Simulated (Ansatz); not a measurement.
CH4SiTe, SMILES `C1[SiH2][Te]1`. The species carries charge 0 and has multiplicity 1. Correlated methods include outer-core shells of Te, which these sets cover unevenly. Te takes the def2 core potential.

```xyz
7

C    -0.871    0.233    0.239
Si    0.874   -0.018   -0.287
Te   -0.392   -1.918    0.550
H    -1.647    0.359   -0.509
H    -1.085    0.728    1.180
H     1.942    0.559    0.560
H     1.179    0.057   -1.733
```

**Question.** Give the diagnostics of a CCSD(T)/def2-TZVPP run (frozen core, Ansatz). (An estimate is asked.)

**Answer.** Ansatz gave: T1 = 0.0114, largest single amplitude 0.018, largest double 0.055, (T) share of the correlation energy 3.4 %, 10 CCSD cycles. The RHF solution is stable towards an unrestricted one. T1 lies under the customary mark of 0.02 for closed shells.
